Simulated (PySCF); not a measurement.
Ar²⁺ (argon, charge +2) across methods

[Ne] 3s2 3p4, high-spin 3P determinant. Computed with PySCF 2.14 in aug-cc-pV(5+d)Z, with the non-relativistic Hamiltonian (point nucleus).

| method | E (hartree) | mean ε 3s β (eV) | mean ε 3p α (eV) | mean ε 3p β (eV) | Σ⟨r²⟩ (bohr²) | ⟨S²⟩ |
| --- | --- | --- | --- | --- | --- | --- |
| PBEsol | -525.0136 | -48.438 | -36.403 | -34.036 | 15.63 | 2.003 |
| LDA | -524.3317 | -48.708 | -36.462 | -34.115 | 15.66 | 2.002 |
| revPBE | -525.8689 | -48.431 | -36.468 | -34.160 | 15.61 | 2.003 |
| TPSS | -525.9769 | -48.756 | -36.710 | -34.455 | 15.59 | 2.004 |
| PBE0 | -525.7950 | -50.664 | -38.497 | -36.021 | 15.60 | 2.004 |
| r2SCAN | -525.9199 | -48.763 | -37.160 | -34.614 | 15.60 | 2.006 |
| PBE | -525.7529 | -48.502 | -36.479 | -34.166 | 15.62 | 2.003 |

Task: Estimate the same row for UHF.

Result: E (hartree) = -525.31366; mean ε 3s β (eV) = -55.684; mean ε 3p α (eV) = -43.571; mean ε 3p β (eV) = -40.446; Σ⟨r²⟩ (bohr²) = 15.70; ⟨S²⟩ = 2.010.
